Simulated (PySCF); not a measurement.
Compound: C₁₁H₉S (charge +1).
Bonds: C1–C2 (aromatic), C2–C3 (aromatic), C3–C4 (aromatic), C4–C5, C5–C6 (aromatic), C6–C7 (aromatic), C7–C8 (aromatic), C8–C9 (aromatic), C9–S10 (aromatic), C4–C11 (aromatic), C11–C12 (aromatic), C1–C12 (aromatic), C5–S10 (aromatic). Hydrogens: H13 on C1; H14 on C2; H15 on C3; H16 on C6; H17 on C7; H18 on C8; H19 on C9; H20 on C11; H21 on C12.

Method used: PBE0-D3(BJ)/def2-SVP geometry optimisation, gas phase (PySCF 2.14.0).

Some entries are withheld. Bonds in one row agree within 0.01 Å.

| coordinate | value |
| --- | --- |
| C1–C2, C1–C12 | ? |
| C2–C3, C11–C12 | 1.387 Å |
| C3–C4, C4–C11 | 1.411 Å |
| C4–C5 | 1.460 Å |
| C5–C6 | 1.404 Å |
| C6–C7 | ? |
| C7–C8 | ? |
| C8–C9 | ? |
| C9–S10 | 1.692 Å |
| C5–S10 | 1.718 Å |
| C1–H13 | 1.092 Å |
| C2–H14, C12–H21 | 1.092 Å |
| C3–H15, C11–H20 | 1.091 Å |
| C6–H16 | 1.090 Å |
| C7–H17 | 1.093 Å |
| C8–H18 | 1.092 Å |
| C9–H19 | 1.094 Å |
| C2–C1–C12 | 120.0° |
| C1–C2–C3 | ? |
| C2–C3–C4 | ? |
| C3–C4–C5 | 121.1° |
| C3–C4–C11 | ? |
| C4–C5–C6 | 123.9° |
| C4–C5–S10 | 116.7° |
| C6–C5–S10 | 119.5° |
| C5–C6–C7 | 125.2° |
| C6–C7–C8 | 123.8° |
| C7–C8–C9 | 121.3° |
| C8–C9–S10 | 124.8° |
| C5–S10–C9 | 105.4° |

Task: Fill in the missing values.

Result: 
- C1–C2, C1–C12 = 1.396 Å, aromatic (both ends aromatic CH carbon); 0.06 Å below the sum of covalent radii, 1.46 Å.
- C6–C7 = 1.385 Å, aromatic (both ends aromatic CH carbon); 0.07 Å below the sum of covalent radii, 1.46 Å.
- C7–C8 = 1.405 Å, aromatic (both ends aromatic CH carbon); 0.05 Å below the sum of covalent radii, 1.46 Å.
- C8–C9 = 1.370 Å, aromatic (aromatic CH carbon to aromatic CH next to a ring sulfur); 0.09 Å below the sum of covalent radii, 1.46 Å.
- C1–C2–C3 = 120.0°, at the aromatic CH carbon, inside a 6-membered ring; the outer atoms are 2.410 Å apart.
- C2–C3–C4 = 120.8°, at the aromatic CH carbon, inside a 6-membered ring; the outer atoms are 2.432 Å apart.
- C3–C4–C11 = 118.3°, at the substituted aromatic carbon, inside a 6-membered ring; the outer atoms are 2.423 Å apart.

Radii are Cordero's, carbon taken as 0.76, 0.73 or 0.69 Å for four, three, and two or fewer neighbours.

Stationary, but not proved a minimum. Torsions: C3–C4–C5–C6 -179°.

One conformer stands for the species.
